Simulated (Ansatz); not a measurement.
`[CH3][Cd][Br]` and `[CH3][Cd][NH2]` differ in one atom or group.

Ansatz, PBE0-D4/def2-TZVP geometries, multiplicity 1. Each molecule was computed in one conformer, which needn't be the lowest.

Elements past krypton have def2 core potentials. Scalar relativity is left out up to krypton.

```
                             property  `[CH3][Cd][Br]`
    LUMO energy (PBE/def2-TZVPP) / eV            -1.74
HOMO energy (ωB97M-V/def2-TZVPP) / eV           -10.11
   HOMO energy (PBE0/def2-TZVPP) / eV            -7.88
LUMO energy (ωB97M-V/def2-TZVPP) / eV             0.67
   LUMO energy (PBE0/def2-TZVPP) / eV            -0.92
HOMO–LUMO gap (B3LYP/def2-TZVPP) / eV             6.38
```

Problem. Give the same properties after the change, and the shifts. (Estimate.)

Solution. Computed: 
| property | `[CH3][Cd][NH2]` | shift |
| --- | --- | --- |
| LUMO energy (PBE/def2-TZVPP) / eV | -0.94 | 0.80 |
| HOMO energy (ωB97M-V/def2-TZVPP) / eV | -8.80 | 1.31 |
| HOMO energy (PBE0/def2-TZVPP) / eV | -6.46 | 1.42 |
| LUMO energy (ωB97M-V/def2-TZVPP) / eV | 1.22 | 0.55 |
| LUMO energy (PBE0/def2-TZVPP) / eV | -0.18 | 0.74 |
| HOMO–LUMO gap (B3LYP/def2-TZVPP) / eV | 5.74 | -0.64 |

With PBE0 the HOMO rises by 1.42 eV and the LUMO rises by 0.74 eV, so the gap narrows by about 0.68 eV. PBE moves the HOMO by 1.48 eV and ωB97M-V by 1.31 eV.

B3LYP here is the variant with VWN-RPA as its local correlation; programs differ in this.

Spin–orbit coupling is left out; it splits and shifts lone-pair levels of the heavy atoms by tenths of an eV.
